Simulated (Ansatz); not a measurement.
A made-up structure of B₂SiH₄O, closed shell:

B1  (-0.946, 0.538, -0.251)
B2  (0.257, 0.090, -0.702)
Si3  (0.741, -0.580, 0.631)
O4  (0.284, -2.034, 0.851)
H5  (-0.948, 1.663, 0.234)
H6  (-1.889, -0.252, -0.331)
H7  (0.918, 0.111, -1.815)
H8  (1.584, 0.463, 1.383)
(Å)

It is relaxed with PBE-D4/def2-SVP and then PBE0-D4/def2-TZVP (Ansatz 0.2.0). Atoms count as bonded within 1.22 times the sum of their covalent radii (H–H: 0.88 Å). The end point is not checked to be a true minimum.

Question: Does its bonding change? (A judgement: the text doesn't fix the answer.)

Answer: The calculation gives: Yes. Formed: none; broken: B1–Si3.

Where it ends: The first stage lowers the energy by 3.78 eV in 16 steps. It ends as B₂SiH₄O ([BH2][BH][SiH][O]):
```csv
atom,x (Å),y (Å),z (Å)
B1,-1.2825,0.7695,-0.4698
B2,0.1794,0.1233,-0.6793
Si3,1.1050,-0.8177,0.8295
O4,0.8681,-2.2887,1.1381
H5,-1.4226,1.9037,-0.1049
H6,-2.2791,0.1216,-0.6224
H7,0.7911,0.1466,-1.7101
H8,2.0406,0.0418,1.6189
```

Labels in which every atom is bracketed show which atoms are joined, not bond orders.

For scale, one of the runs: PBE0-D4/def2-TZVP relaxation, 154 basis functions, launched by `ansatz run in.yaml --threads 2 --pin off --events-out ev --progress --plain --max-ram 4352MiB`. The run took about 33 s on 2 CPU threads of an Intel Xeon Platinum 8488C (shared host).
